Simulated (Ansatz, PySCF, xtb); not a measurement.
Pulling on the Si1–H2 bond in HISi (SMILES [SiH]I) (multiplicity 1 held, fragments rigid). Energies count from the point at 1.522 Å.
Geometry at that point (charge 0, multiplicity 1):
```xyz
3

Si    -1.12141    -0.93268     1.27809
H     -2.09418    -1.38630     0.19834
I      0.33574     0.27253    -0.34135
```

Unrestricted levels (U-) break spin symmetry where that is lower. Levels need not reach the same state.

Rows in LANL2DZ carry no dispersion term and start afresh at each structure. LANL2DZ brings its own core potentials from Na on.

Run with Ansatz (Gaussian orbitals); PySCF for LANL2DZ rows; xtb for the GFN methods.  In def2 rows elements past Kr take small-core potentials, without spin–orbit coupling. The GFN methods have no spin term and hold the electronic entropy of 300 K.

Problem. One of these levels gives 3.146 eV for the energy at R = 4.872 Å. Which?
A) U-HF/LANL2DZ
B) U-r2SCAN/def2-TZVPP
C) GFN2-xTB
D) U-HF/def2-TZVPP

Solution. B, U-r2SCAN/def2-TZVPP. The others give 3.635 (GFN2-xTB), 2.166 (U-HF/LANL2DZ), 2.440 (U-HF/def2-TZVPP)

Doubts at one or more of the structures used: a spin-contaminated determinant (U-HF/LANL2DZ, U-HF/def2-TZVPP, U-r2SCAN/def2-TZVPP).

Ansatz is a first-principles code.
